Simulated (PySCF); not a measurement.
A GIAO shielding run with PySCF 2.14.0 with density-fitted response routines (density fitting, non-relativistic, gas phase) on `N([SiH2]C)[SiH2][SiH2]F`, CH10FNSi3:

```
$ OMP_NUM_THREADS=1 python probes_run.py task.json out

{"job": {"kind": "nmr", "xc": "PBE0", "basis": "pcSseg-1"}, "charge": 0, "multiplicity": 1}
C     -2.888667     0.837545     0.335238
Si    -1.703911    -0.619702     0.578477
N     -0.118756    -0.058357     0.158908
Si     1.353160    -0.973280     0.141550
Si     3.064525     0.557574     0.190864
F      4.441537    -0.288941     0.140888
H     -3.893861     0.563196     0.637865
H     -2.591699     1.698885     0.926466
H     -2.934683     1.148810    -0.704575
H     -2.096747    -1.747973    -0.275413
H     -1.661978    -1.046546     1.979823
H     -0.092072     0.837202    -0.301360
H      1.380758    -1.868055    -1.033873
H      1.275825    -1.855188     1.313190
H      3.244518     1.370037     1.394021
H      3.214454     1.453739    -0.958513
```

Hardware: 1 thread of an Arm Neoverse N1, shared host. The job also computes population analyses, field gradients.

Q: How large is the calculation?

A: 74 electrons, 173 basis functions and 967 auxiliary functions.

Q: How long does it take, and how much memory does it need?

A: 53 s of wall time, with 12 SCF cycles and 4 response iterations; peak memory 0.79 GiB. Times on a shared host scatter by some tens of per cent.
